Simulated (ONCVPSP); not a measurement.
Which change was made? (N, ONCV)

ONCVPSP 4.0.1 input, shortened (lines: element, Z, core and valence counts, functional; n l f; lmax; l rc ep ncon nbas qcut; lloc lpopt rc5 dvloc0; l nproj debl; icmod fcfact rcfact), LDA (Perdew-Zunger), scalar-relativistic:

```
  N 7.00    1    2        3      upf
    1    0    2.00
    2    0    2.00
    2    1    3.00
    1
    0    0.85    0.00    4    7    9.30
    1    1.45    0.00    5    9    8.40
    4    5    0.75    2.00
    0    1    2.10
    1    2    1.60
    3    4.75    1.70
```

Cutoffs, loose and tight: the cutoffs (Ha) at which the residual kinetic energy of the hardest occupied pseudo-wave falls to 1 and 0.1 mHa per electron. They do not see the model core or the augmentation charge, which bear on the density cutoff. Test errors are all-electron minus pseudo excitation energies from the reference, over the configurations 2s2 2p2; 2s2 2p1; 2s2 2p0; 2s1 2p4; variants that change the core or the reference have their own tests.

The base gives: outcome: generated; cutoff, loose: 31 Ha; cutoff, tight: 39 Ha; bound ghosts: none; GHOST(+) flags above zero: none; largest test error (meV): +294.

Question: After one change the result is: outcome: generated; cutoff, loose: 169 Ha; cutoff, tight: 247 Ha; bound ghosts: none; GHOST(+) flags above zero: none; largest test error (meV): +136. Which change was it?
A. all radii but the core radius scaled by about 0.83 (s 0.70, p 1.20 bohr); local potential polynomial inside 0.62 bohr (lpopt 5, dvloc0 2 Ha)
B. all radii but the core radius scaled by about 1.19 (s 1.02, p 1.72 bohr); local potential polynomial inside 0.90 bohr (lpopt 5, dvloc0 2 Ha)
C. all radii but the core radius scaled by about 1.06 (s 0.90, p 1.54 bohr); local potential polynomial inside 0.80 bohr (lpopt 5, dvloc0 2 Ha)

Answer: A. The others give: all radii but the core radius scaled by about 1.06 (s 0.90, p 1.54 bohr); local potential polynomial inside 0.80 bohr (lpopt 5, dvloc0 2 Ha) → outcome: generated; cutoff, loose: 32 Ha; cutoff, tight: 40 Ha; bound ghosts: none; GHOST(+) flags above zero: none; largest test error (meV): +373 | all radii but the core radius scaled by about 1.19 (s 1.02, p 1.72 bohr); local potential polynomial inside 0.90 bohr (lpopt 5, dvloc0 2 Ha) → outcome: generated; cutoff, loose: 31 Ha; cutoff, tight: 38 Ha; bound ghosts: none; GHOST(+) flags above zero: none; largest test error (meV): +569.
